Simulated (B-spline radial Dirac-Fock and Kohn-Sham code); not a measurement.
Bi⁷⁶⁺: eigenvalues, ΔSCF and the reference

System: Bi⁷⁶⁺, configuration [He] 2s2 2p3.

The density-functional columns are spherical, spin-unpolarised Dirac-Kohn-Sham results without Breit or QED terms: −ε is minus the orbital energy of the initial state and ΔSCF the difference of two total energies. The reference in the last column comes from ΔSCF Dirac-Fock with Breit, self-energy and vacuum polarisation, finite nucleus, configuration average. All numbers are from an atomic code on a B-spline grid, in eV; a selection of levels is shown. For the 1s level of heavy atoms much of the gap between ΔSCF and the reference is the Breit and QED part, -470.2 eV here; for other levels the error of the functional can be larger.

```
    level   LDA −ε  LDA ΔSCF  Dirac-Fock
   K (1s)  99158.3   99889.3     99402.6
  L1 (2s)  24022.7   24204.0     24157.2
L2,3 (2p)  21980.2   22182.4     22141.8
```

Values without a named source are computed, but for edge energies of neutral atoms, which are taken from tables.
